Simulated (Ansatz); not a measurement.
Geometry optimisation, RHF/STO-3G (Ansatz 0.2.0).

The input (input.yaml):

```yaml
crystal:
  periodic: [false, false, false]
  atoms:
    - { symbol: Si, position_ang: [0.0, 0.0, 0.0] }
    - { symbol: O, position_ang: [0.0, 0.0, 1.68] }
    - { symbol: Si, position_ang: [-1.3147, -0.4067, 2.6436] }
    - { symbol: H, position_ang: [-2.239, -1.2403, 1.8804] }
    - { symbol: H, position_ang: [-0.8506, -1.1432, 3.8157] }
    - { symbol: H, position_ang: [-1.9987, 0.8095, 3.0733] }
    - { symbol: O, position_ang: [1.5842, 0.0, -0.5594] }
    - { symbol: Si, position_ang: [2.4906, -1.3762, -0.8866] }
    - { symbol: H, position_ang: [1.6598, -2.3521, -1.5857] }
    - { symbol: H, position_ang: [3.6318, -1.0202, -1.7249] }
    - { symbol: H, position_ang: [2.9691, -1.9538, 0.366] }
    - { symbol: O, position_ang: [-0.7913, 1.3709, -0.5594] }
    - { symbol: Si, position_ang: [-2.4002, 1.4263, -1.0396] }
    - { symbol: H, position_ang: [-3.2124, 0.6421, -0.1138] }
    - { symbol: H, position_ang: [-2.862, 2.8114, -1.0378] }
    - { symbol: H, position_ang: [-2.5267, 0.8736, -2.385] }
    - { symbol: O, position_ang: [-0.7913, -1.3709, -0.5594] }
    - { symbol: Si, position_ang: [-1.673, -2.4329, 0.3983] }
    - { symbol: H, position_ang: [-1.2634, -2.287, 1.792] }
    - { symbol: H, position_ang: [-3.0964, -2.1323, 0.2761] }
    - { symbol: H, position_ang: [-1.4264, -3.8036, -0.0398] }
basis:
  gaussian: { orbitals: STO-3G }
hamiltonian:
  xc: hf
relax:
  f_tol: 0.02
  max_steps: 40
```

Launched with:

```bash
$ ansatz run input.yaml --threads 1 --pin off --max-ram 2048MiB --backend cpu --events-out ev --progress --plain --runs-dir out
```

Question: Where does it end, and by what steps?

Answer: The run converged. The force dipped under the threshold on the way, but the program's further checks kept it going. Limits of this set-up: minimal basis. After 26 steps the energy has fallen by 3.500 eV; H19 moved furthest, 2.05 Å.

```
step  energy less start (eV)  largest force component (eV/Å)  accepted
   0                  0.0000                           4.600       yes
   1                 -1.7572                           1.539       yes
   2                 -2.6684                           0.546       yes
   3                 -3.0169                           0.327       yes
   4                 -3.1878                           0.229       yes
   5                 -3.2693                           0.165       yes
   6                 -3.3195                           0.255       yes
   7                 -3.3671                           0.116       yes
   8                 -3.3791                           0.307       yes
   9                 -3.3959                           0.259       yes
  10                 -3.4260                           0.061       yes
  11                 -3.4391                           0.425       yes
  12                 -3.4500                           0.288       yes
  13                 -3.4712                           0.016       yes
  14                 -3.4745                           0.355       yes
  15                 -3.4844                           0.089       yes
  16                 -3.4903                           0.011       yes
  17                 -3.4931                           0.190       yes
  18                 -3.4959                           0.068       yes
  19                 -3.4974                           0.014       yes
  20                 -3.4983                           0.043       yes
  21                 -3.4987                           0.049       yes
  22                 -3.4991                           0.033       yes
  23                 -3.4996                           0.030       yes
  24                 -3.4997                           0.065       yes
  25                 -3.5000                           0.039       yes
  26                 -3.5004                           0.005       yes
```

```xyz
21
Properties=species:S:1:pos:R:3
Si -0.635 -0.517 0.177
O -0.540 -0.847 1.760
Si -0.879 0.120 3.052
H -2.280 0.346 3.170
H -0.417 -0.541 4.225
H -0.221 1.380 2.941
O 0.799 -0.094 -0.434
Si 2.178 -0.961 -0.669
H 1.944 -2.092 -1.503
H 3.137 -0.114 -1.290
H 2.702 -1.427 0.573
O -1.653 0.725 -0.011
Si -2.218 1.456 -1.375
H -3.281 0.696 -1.943
H -2.707 2.745 -1.020
H -1.194 1.598 -2.356
O -1.169 -1.844 -0.581
Si -1.781 -3.239 0.050
H -0.773 -3.976 0.735
H -2.846 -2.973 0.959
H -2.278 -4.026 -1.026
```

The run took 2.2 min on 1 thread of Intel(R) Xeon(R) Platinum 8488C (Sapphire Rapids) (shared host), peak memory 0.24 GiB.
